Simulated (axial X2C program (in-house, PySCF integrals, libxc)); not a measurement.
## Which molecule has these constants?

Calculated with an in-house all-electron X2C program for linear molecules (integrals from PySCF), spin-free (one-electron X2C) or two-component (2c: spin–orbit coupling with atomic mean-field Coulomb and Gaunt terms, which also bring small scalar terms), in Dyall basis sets with cores contracted in-house; open shells are unrestricted.

A two-component PBE0 calculation in a Dyall 3-zeta basis gave Re = 2.462 Å, ωe = 299.4 cm⁻¹, Ω = 3/2.

Problem. Which molecule is it?
A. NaB⁻
B. NaO⁻
C. LiNa⁻
D. NaBe⁻
E. NaF⁻

Solution. A. The others have NaBe⁻ 3.252 Å and 143.2 cm⁻¹ (Ω = 0); NaO⁻ 2.132 Å and 402.0 cm⁻¹ (Ω = 2); NaF⁻ 2.000 Å and 439.3 cm⁻¹ (Ω = 1/2); LiNa⁻ 3.304 Å and 163.1 cm⁻¹ (Ω = 1/2).

Each entry is the lowest single determinant of a limited PBE0 search at one distance. De goes to single-determinant-based atoms at the same level (for ions the charge split of lowest energy) and is withheld (n/a) where an atom does not fit its ground term or J level. Main or longest-lived isotopes. One determinant is a doubtful description, or other states lie close, for NaB⁻, NaBe⁻, NaO⁻, LiNa⁻; these need not be ground states, and all values refer to the states named. Some open-shell Ω = 0 determinants are out of reach, so the Ω given for NaO⁻ need not be the lowest component. With several unpaired electrons the Ω given is that of one determinant, not necessarily of the lowest component. Some light 2c atoms are not at their ground J level, so De misses part of their lowering (0.04 eV or less). The functionals have no current term, which raises determinants with orbital currents.
